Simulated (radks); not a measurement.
Values are calculated unless marked as measured or tabulated.
How relativity changes the ionisation of the neon ion Ne2+ ([He] 2s2 2p4) to Ne3+ ([He] 2s2 2p3). Spin-unpolarised spherical Kohn-Sham, PBE, point nucleus unless stated (finite: rms radius 3.0055 fm), a radial shooting solver on a logarithmic mesh with Libxc functionals. A level marked "c x" has the speed of light scaled by that factor and shares open shells by 2j + 1; other Dirac levels either fill j = l - 1/2 first or share by 2j + 1.

\begin{tabular}{lrrrrr}
level & E(Ne2+) (hartree) & E(Ne3+) (hartree) & IE (eV) & HOMO & <r> HOMO (bohr) \\ \hline
non-rel. & -126.44936 & -123.97110 & 67.437 & 2p & 0.8118 \\
scalar-rel. & -126.59745 & -124.11944 & 67.430 & 2p & 0.8115 \\
scalar-rel., finite nucleus & -126.59741 & -124.11939 & 67.430 & 2p & 0.8115 \\
Dirac, 2j+1 shares & -126.59748 & -124.11946 & 67.430 & 2p3/2 & 0.8121 \\
Dirac, low j first & -126.60080 & -124.12514 & 67.366 & 2p3/2 & 0.8122 \\
Dirac, 2j+1 shares, finite nucleus & -126.59743 & -124.11941 & 67.430 & 2p3/2 & 0.8121 \\
Dirac, c x 0.75 & -126.71322 & -124.23539 & 67.425 & 2p3/2 & 0.8123 \\
Dirac, c x 1.25 & -126.54406 & -124.06596 & 67.433 & 2p3/2 & 0.8120 \\
Dirac, c x 1.5 & -126.51509 & -124.03694 & 67.434 & 2p3/2 & 0.8119 \\
\end{tabular}

NIST Atomic Spectra Database: 63.423 eV (measured). The relativistic part of the total energy of Ne2+ is -0.1481 hartree (Dirac, 2j+1 shares, finite nucleus), 0.12 % of the non-relativistic value. Spin polarisation and multiplet splitting of open shells are left out at every level.

Beside tabulated values, note that spin-unpolarised runs miss the spin-polarisation part of the exchange energy of open shells.
